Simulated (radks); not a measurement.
Values are calculated unless marked as measured or tabulated.
Te XIV, 39 electrons, occupied as [Kr] 4d3. Level of theory: non-relativistic Kohn-Sham, PBE, spin-polarised, spherical densities, point nucleus; open shells are filled with parallel spins first (spin-orbit coupling, left out, can overturn this in heavy ions); relativity is left out, which matters for an element this heavy (a radial shooting solver on a logarithmic mesh with Libxc functionals). Some entries of the table are withheld. Estimate them.

| orbital | occ. | eigenvalue (eV) | r(max) (bohr) |
|---|---|---|---|
| 1s up | 1 | -30682.22 | 0.01936 |
| 1s down | 1 | -30682.21 | 0.01936 |
| 2s up | 1 | -4835.993 | 0.1070 |
| 2s down | 1 | -4834.569 | 0.1070 |
| 2p up | 3 | -4555.885 | 0.08372 |
| 2p down | 3 | -4554.826 | 0.08371 |
| 3s up | 1 | -1179.911 | 0.3049 |
| 3s down | 1 | -1179.232 | 0.3050 |
| 3p up | 3 | -1063.199 | 0.2913 |
| 3p down | 3 | -1062.429 | 0.2914 |
| 3d up | 5 | -847.4578 | 0.2374 |
| 3d down | 5 | -846.2689 | 0.2376 |
| 4s up | 1 | -405.4536 | 0.7078 |
| 4s down | 1 | -400.7461 | 0.7070 |
| 4p up | 3 | -362.7623 | 0.7215 |
| 4p down | 3 | -358.0897 | 0.7208 |
| 4d up | 3 | -288.4704 | (1) |
| 4d down | 0 | -283.9181 | (2) |
| 5s up | 0 | -195.2637 | (3) |
| 5s down | 0 | -193.1162 | (4) |
| 5p up | 0 | -178.4748 | 1.479 |
| 5p down | 0 | -176.4294 | 1.484 |

Answer. 
(1) 4d up r(max) (bohr): 0.7459
(2) 4d down r(max) (bohr): 0.7454
(3) 5s up r(max) (bohr): 1.416
(4) 5s down r(max) (bohr): 1.421
